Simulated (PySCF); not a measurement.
C2H9BN (charge -1).
Cartesian coordinates in Å at the PBE0-D3(BJ)/def2-SVP level; atoms count from 1:
```
atom  x, y, z in Å
C1     1.607    0.374   -0.082
B2     0.246   -0.391    0.419
N3    -0.994    0.220   -0.277
C4    -2.231   -0.435    0.010
H5     2.515   -0.019    0.413
H6     1.572    1.463    0.120
H7     1.780    0.266   -1.174
H8     0.358   -1.643    0.187
H9     0.112   -0.262    1.666
H10   -0.847    0.205   -1.287
H11   -2.269   -1.534   -0.222
H12   -2.444   -0.365    1.093
H13   -3.098    0.027   -0.513
```

The closed-shell ground state was solved at several levels (PySCF, density fitting, gas phase, non-relativistic). Where the HOMO energy is positive, the finite basis confines the outermost electrons. No diffuse functions stand in def2-SVP, def2-TZVP and pcSseg-2, which bears on an anion's orbital energies.

| level | basis functions | total energy (Eh) | HOMO (eV) | LUMO (eV) | gap (eV) |
| --- | --- | --- | --- | --- | --- |
| PBE0/aug-cc-pVDZ | 173 | -161.0718 | -0.62 | 3.01 | 3.63 |
| HF/pcSseg-2 | 270 | -160.1540 | -3.77 | 6.56 | 10.33 |
| PBE/def2-SVPD | 152 | -160.9193 | 0.67 | 4.01 | 3.34 |
| B3LYP/def2-SVPD | 152 | -161.1662 | -0.41 | 4.35 | 4.76 |
| PBE0/def2-TZVPD | 229 | -161.1135 | -0.62 | 3.82 | 4.44 |
| PBE0/def2-SVPD | 152 | -160.9488 | -0.56 | 4.62 | 5.18 |
| LDA/def2-SVPD | 152 | -159.6338 | 0.58 | 3.95 | 3.37 |
| PBE0/def2-SVP | 101 | -160.9293 | -0.11 | 6.55 | 6.66 |
| PBE0/def2-TZVP | 178 | -161.1105 | -0.48 | 5.59 | 6.07 |
| BHandHLYP/def2-SVPD | 152 | -161.0429 | -1.81 | 5.03 | 6.84 |

Problem. What might CAM-B3LYP/def2-SVPD (152 basis functions) give for the same quantities?

Solution. Total energy -161.0573 Eh, HOMO -1.96 eV, LUMO 5.18 eV, gap 7.14 eV.

Problem. Over all these levels, which gives the widest orbital gap and which the narrowest?

Solution. HF/pcSseg-2 (Hartree–Fock, all exact exchange) has the widest, 10.33 eV, and PBE/def2-SVPD (GGA) the narrowest, 3.34 eV. Functional and basis both differ between the two, so the spread mixes both effects.

Problem. How much does the basis alone move the frontier levels among the 5 PBE0 rows?

Solution. The HOMO by 0.51 eV and the LUMO by 3.54 eV. By rising basis size (HOMO, LUMO in eV): def2-SVP -0.11, 6.55; def2-SVPD -0.56, 4.62; aug-cc-pVDZ -0.62, 3.01; def2-TZVP -0.48, 5.59; def2-TZVPD -0.62, 3.82.

Problem. In the def2-SVPD basis, how does the gap go with the fixed share of exact exchange?

Solution. PBE (0 %) 3.34 eV; LDA (0 %) 3.37 eV; B3LYP (20 %) 4.76 eV; PBE0 (25 %) 5.18 eV; BHandHLYP (50 %) 6.84 eV. Each rise in the share widens the gap here.

One conformer stands for the species.
